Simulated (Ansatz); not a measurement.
Consider the ligand exchange at the Si–O bond: `BO[SiH2][GeH3]` + H₂S → `S[SiH2][GeH3]` + `BO`.

Program: Ansatz. Geometries: PBE0-D4/def2-TZVP. ΔE: electronic, gas phase. CBS: MP2 limit from def2 TZ/QZ plus the TZ coupled-cluster correction, frozen cores. This one scheme is used for every species. DFT in def2-TZVPP. B3LYP here is the variant with VWN-RPA as its local correlation; programs differ in this. For Ge outer-core shells are correlated without core-valence functions, which leaves a few kJ/mol of doubt a bond. Scalar relativity is left out up to krypton. One conformer a species, not always the lowest.

`BO[SiH2][GeH3]`:

Cartesian coordinates in Å:
```
B 0.636 0.740 -1.892
O -0.291 -0.199 -1.631
Si -0.864 -0.850 -0.211
Ge 0.183 0.087 1.715
H 0.853 1.020 -3.037
H 1.226 1.275 -0.987
H -2.329 -0.606 -0.177
H -0.624 -2.314 -0.273
H -0.063 1.601 1.814
H 1.698 -0.170 1.719
H -0.425 -0.584 2.960
```

H₂S:

Z-matrix (Å, degrees):
```
S
H 1 1.341
H 1 1.341 2 92.3
```

`S[SiH2][GeH3]`:

Cartesian coordinates in Å:
```
S -0.842 0.628 2.209
Si -0.596 0.900 0.097
Ge 0.902 -0.716 -0.798
H -1.218 -0.659 2.113
H -1.901 0.843 -0.614
H -0.042 2.272 -0.033
H 1.018 -0.589 -2.328
H 0.383 -2.127 -0.468
H 2.297 -0.553 -0.176
```

`BO`:

Cartesian coordinates in Å:
```
B 0.229 0.124 -0.331
O -0.689 -0.610 0.329
H 0.387 -0.124 -1.490
H 0.850 0.982 0.237
H -0.777 -0.371 1.255
```

(1) Is it downhill or uphill in electronic energy at CCSD(T)/CBS, and by how much? (Estimate.)

(2) What do these levels give: PBE0-D4, ωB97X-V, B2PLYP, PBE, r2SCAN, B3LYP, HF/def2-TZVPP, MP2/def2-TZVPP, SCS-MP2/def2-TZVPP, CCSD/def2-TZVPP, HF/def2-QZVPP, MP2/def2-QZVPP? (Estimate.)

Largest T1 diagnostic among the species: 0.014.

Answers

(1) Computed: Uphill: ΔE = +20.9 kJ/mol.

(2) Computed: PBE0-D4 9.6, ωB97X-V 21.0, B2PLYP 22.6, PBE 5.5, r2SCAN 15.8, B3LYP 21.9, HF/def2-TZVPP 35.2, MP2/def2-TZVPP 19.8, SCS-MP2/def2-TZVPP 25.1, CCSD/def2-TZVPP 25.7, HF/def2-QZVPP 37.0, MP2/def2-QZVPP 19.2 kJ/mol.

In def2-TZVPP, CCSD(T) changes the Hartree–Fock value by −12.1 kJ/mol (the triples alone add −2.7 kJ/mol) and MP2 by −15.3 kJ/mol. From PBE to PBE0 (25 % exact exchange), in def2-TZVPP and without D4, ΔE moves by +3.6 kJ/mol.
